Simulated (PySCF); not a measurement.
# The second ionisation energy along the alkaline earths

Calculated with PySCF 2.14 from differences of total energies of unrestricted determinants, without spin-orbit coupling. Values in eV. The last column holds reference values (NIST; (s) semi-empirical, (t) theoretical, else measured). Unmarked ones compare directly (S terms, centres of terms, or small fine structure); those marked * lie between the lowest fine-structure levels and include a spin-orbit shift.

```json
{"element": "Be (x2c-TZVPPall with one added diffuse shell of s type, spin-free X2C)", "configurations": "[He] 2s1 → 1s2", "MP2 (valence and next inner shell)": "18.158", "SCS-MP2 (valence and next inner shell)": "18.151", "CCSD (valence and next inner shell)": "18.161", "LDA": "18.243", "PBE": "18.481", "PBE0": "18.446", "reference": "18.211"}
{"element": "Mg (x2c-TZVPPall with one added diffuse shell each of s, p, d type, spin-free X2C)", "configurations": "[Ne] 3s1 → [Ne]", "MP2 (valence and next inner shell)": "14.896", "SCS-MP2 (valence and next inner shell)": "14.860", "CCSD (valence and next inner shell)": "14.898", "LDA": "15.342", "PBE": "15.331", "PBE0": "15.233", "reference": "15.035"}
{"element": "Ca (x2c-TZVPPall with one added diffuse shell each of s, p, d type, spin-free X2C)", "configurations": "[Ar] 4s1 → [Ar]", "MP2 (valence and next inner shell)": "11.760", "SCS-MP2 (valence and next inner shell)": "11.680", "CCSD (valence and next inner shell)": "11.748", "LDA": "12.145", "PBE": "12.022", "PBE0": "11.913", "reference": "11.872"}
{"element": "Sr (x2c-TZVPPall with one added diffuse shell each of s, p, d, f type, spin-free X2C)", "configurations": "[Kr] 5s1 → [Kr]", "MP2 (valence and next inner shell)": "10.957", "SCS-MP2 (valence and next inner shell)": "10.863", "CCSD (valence and next inner shell)": "10.927", "LDA": "11.352", "PBE": "11.183", "PBE0": "11.061", "reference": "11.030"}
{"element": "Ba (x2c-TZVPPall with one added diffuse shell each of s, p, d type, spin-free X2C)", "configurations": "[Xe] 6s1 → [Xe]", "MP2 (valence and next inner shell)": "9.884", "SCS-MP2 (valence and next inner shell)": "9.785", "CCSD (valence and next inner shell)": "9.851", "LDA": "10.302", "PBE": "10.120", "PBE0": "9.995", "reference": "10.004"}
```

Which of these methods has the smallest mean absolute error against the measured values here?

MP2 (valence and next inner shell), with 0.100 eV.

```tsv
method	elements	mean error (eV)	mean absolute error (eV)	largest error (eV)
MP2 (valence and next inner shell)	5	-0.100	0.100	-0.139
SCS-MP2 (valence and next inner shell)	5	-0.163	0.163	-0.219
CCSD (valence and next inner shell)	5	-0.113	0.113	-0.152
LDA	5	0.246	0.246	0.321
PBE	5	0.197	0.197	0.296
PBE0	5	0.099	0.102	0.235
```

Errors include the incompleteness of the basis and the frozen core.

"Valence" correlates the outer s and p shells and, in groups 3 to 12 and the f block, the outer d or f shell, open or full, or the next shell where the ion has no valence electron left; the wider scheme adds the next inner shell.
